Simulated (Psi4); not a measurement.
Cl2Te (SMILES Cl[Te]Cl), singlet, geometry from GFN2-xTB (core potentials on Te); TPSS/def2-QZVP in Psi4 1.11.

Input for Psi4:
```
memory 2 GB

molecule {
0 1
  Te   -0.01170558    0.01195986    0.61430806
  Cl    1.11463884    1.32379797   -0.94476070
  Cl   -1.07883353   -1.36038108   -0.93429926
}

set basis def2-qzvp

energy('tpss')
print_variables()
```

The log (banner, timings and long lists left out):

```
   => Loading Basis Set <=

    Name: DEF2-QZVP
    Role: ORBITAL
    Keyword: BASIS

    !!!  WARNING: ECP capability is in beta. Please check occupations closely.  !!!

         ---------------------------------------------------------
                                   SCF
               by Justin Turney, Rob Parrish, Andy Simmonett
                          and Daniel G. A. Smith
                              RKS Reference
         ---------------------------------------------------------

  ==> Geometry <==

    Molecular point group: cs
    Full point group: Cs

    Geometry (in Angstrom), charge = 0, multiplicity = 1:

       Center              X                  Y                   Z               Mass
    ------------   -----------------  -----------------  -----------------  -----------------
         TE          -0.001642301996    -0.543982943055     0.000000000000   129.906222748000
         CL          -1.730164581500     1.015657113811     0.000000000000    34.968852682000
         CL           1.736265589468     1.005191840377     0.000000000000    34.968852682000

  Running in cs symmetry.

  Rotational constants: A =      0.15347  B =      0.08024  C =      0.05269 [cm^-1]
  Rotational constants: A =   4600.79776  B =   2405.45336  C =   1579.59003 [MHz]
  Nuclear repulsion =  229.590990053892341

  Charge       = 0
  Multiplicity = 1
  Electrons    = 58
  Nalpha       = 29
  Nbeta        = 29

  ==> Algorithm <==

  SCF Algorithm Type is DF.
  DIIS enabled.
  MOM disabled.
  Fractional occupation disabled.
  Guess Type is SAD.
  Energy threshold   = 1.00e-06
  Density threshold  = 1.00e-06
  Integral threshold = 1.00e-12

  ==> Primary Basis <==

  Basis Set: DEF2-QZVP
    Blend: DEF2-QZVP
    Number of shells: 66
    Number of basis functions: 222
    Number of Cartesian functions: 276
    Spherical Harmonics?: true
    Max angular momentum: 4

  Core potential: DEF2-QZVP
    Number of shells: 4
    Number of ECP primitives: 18
    Number of ECP core electrons: 28
    Max angular momentum: 3

  ==> DFT Potential <==

   => LibXC <=

    Version 7.1.2
    S. Lehtola, C. Steigemann, M. J. T. Oliveira, and M. A. L. Marques,  SoftwareX 7, 1–5 (2018) (10.1016/j.softx.2017.11.002)

   => Composite Functional: TPSS <=

    TPSS Meta-GGA XC Functional

    J. Tao, et al., Phys. Rev. Lett., 91, 146401, 2003

    Deriv               =              1
    GGA                 =           TRUE
    Meta                =           TRUE

    Exchange Hybrid     =          FALSE
    MP2 Hybrid          =          FALSE

   => Exchange Functionals <=

    1.0000   XC_MGGA_X_TPSS

   => Correlation Functionals <=

    1.0000   XC_MGGA_C_TPSS

   => LibXC Density Thresholds  <==

    XC_MGGA_C_TPSS:  1.00E-15
    XC_MGGA_X_TPSS:  1.00E-15

   => Molecular Quadrature <=

    Radial Scheme          =       TREUTLER
    Pruning Scheme         =           NONE
    Nuclear Scheme         =       TREUTLER

    Blocking Scheme        =         OCTREE
    BS radius alpha        =              1
    Pruning alpha          =              1
    Radial Points          =             75
    Spherical Points       =            302
    Total Points           =          63926
    Total Blocks           =            562
    Max Points             =            256
    Max Functions          =            206
    Weights Tolerance      =       1.00E-15

   => Loading Basis Set <=

    Name: (DEF2-QZVP AUX)
    Role: JKFIT
    Keyword: DF_BASIS_SCF

  ==> Integral Setup <==

  SCF_SUBTYPE=INCORE selected. In-core MEM_DF algorithm will be used.
  Using in-core AOs.

  ==> MemDFJK: Density-Fitted J/K Matrices <==

    J tasked:                   Yes
    K tasked:                    No
    wK tasked:                   No
    Algorithm:                 Core
    Schwarz Cutoff:           1E-12
    Mask sparsity (%):       4.9550
    Fitting Condition:        1E-10

   => Auxiliary Basis Set <=

  Basis Set: (DEF2-QZVP AUX)
[...]
    Number of basis functions: 474
    Number of Cartesian functions: 619
    Spherical Harmonics?: true
    Max angular momentum: 5

  Minimum eigenvalue in the overlap matrix is 3.8833752869E-04.
  Reciprocal condition number of the overlap matrix is 6.8820535588E-05.
    Using symmetric orthogonalization.

  ==> Pre-Iterations <==

  SCF Guess: Superposition of Atomic Densities via on-the-fly atomic UHF (no occupation information).

   -------------------------
    Irrep   Nso     Nmo
   -------------------------
     A'       144     144
     A"        78      78
   -------------------------
    Total     222     222
   -------------------------

  ==> Iterations <==

                           Total Energy        Delta E     RMS |[F,P]|

   @DF-RKS iter SAD: -1186.96070015892565   -1.18696e+03   0.00000e+00
    Occupation by irrep:
             Ap   App
    DOCC [    22,    7 ]
    NA   [    22,    7 ]
    NB   [    22,    7 ]

   @DF-RKS iter   1: -1187.13647410674980   -1.75774e-01   9.84476e-03 DIIS/ADIIS
    Occupation by irrep:
             Ap   App
    DOCC [    21,    8 ]
    NA   [    21,    8 ]
    NB   [    21,    8 ]

   @DF-RKS iter   2: -1184.02025179849898    3.11622e+00   1.58029e-02 DIIS/ADIIS
   @DF-RKS iter   3: -1188.43951310160423   -4.41926e+00   1.43861e-03 DIIS/ADIIS
   @DF-RKS iter   4: -1188.43247701029850    7.03609e-03   1.44039e-03 DIIS/ADIIS
   @DF-RKS iter   5: -1188.45811178895224   -2.56348e-02   4.87310e-04 DIIS/ADIIS
   @DF-RKS iter   6: -1188.46105065926986   -2.93887e-03   1.32228e-04 DIIS/ADIIS
   @DF-RKS iter   7: -1188.46125916687924   -2.08508e-04   5.08076e-05 DIIS
   @DF-RKS iter   8: -1188.46128281290385   -2.36460e-05   1.29319e-05 DIIS
   @DF-RKS iter   9: -1188.46128416455622   -1.35165e-06   4.68518e-06 DIIS
   @DF-RKS iter  10: -1188.46128441297492   -2.48419e-07   1.14874e-06 DIIS
   @DF-RKS iter  11: -1188.46128443134739   -1.83725e-08   3.63397e-07 DIIS
  Energy and wave function converged.

  ==> Post-Iterations <==

   Electrons on quadrature grid:
      Ntotal   =   58.0000165048 ; deviation = 1.650e-05

    Orbital Energies [Eh]
    ---------------------

    Doubly Occupied:

[...]
    Virtual:

[...]
     144Ap   526.244906

    Final Occupation by Irrep:
             Ap   App
    DOCC [    21,    8 ]
    NA   [    21,    8 ]
    NB   [    21,    8 ]

  @DF-RKS Final Energy: -1188.46128443134739

   => Energetics <=

    Nuclear Repulsion Energy =            229.5909900538923409
    One-Electron Energy =               -2195.6380226117548773
    Two-Electron Energy =                 854.8077211485059479
    DFT Exchange-Correlation Energy =     -77.2219730219908911
    Empirical Dispersion Energy =           0.0000000000000000
    VV10 Nonlocal Energy =                  0.0000000000000000
    Total Energy =                      -1188.4612844313473943

Computation Completed

Properties will be evaluated at   0.000000,   0.000000,   0.000000 [a0]

Properties computed using the SCF density matrix

 Multipole Moments:

 ------------------------------------------------------------------------------------
     Multipole            Electronic (a.u.)      Nuclear  (a.u.)        Total (a.u.)
 ------------------------------------------------------------------------------------

 L = 1.  Multiply by 2.5417464519 to convert [e a0] to [Debye]
 Dipole X            :         -0.1236670            0.1215130           -0.0021541
 Dipole Y            :        -40.9786822           40.2489774           -0.7297048
 Dipole Z            :          0.0000000            0.0000000            0.0000000
 Magnitude           :                                                    0.7297080

 ------------------------------------------------------------------------------------

  Variable Map:
  ----------------------------------------------------------------------------
[...]
  Array Variable Map:
  ----------------------------------------------------------------------------
[...]
[...]
```
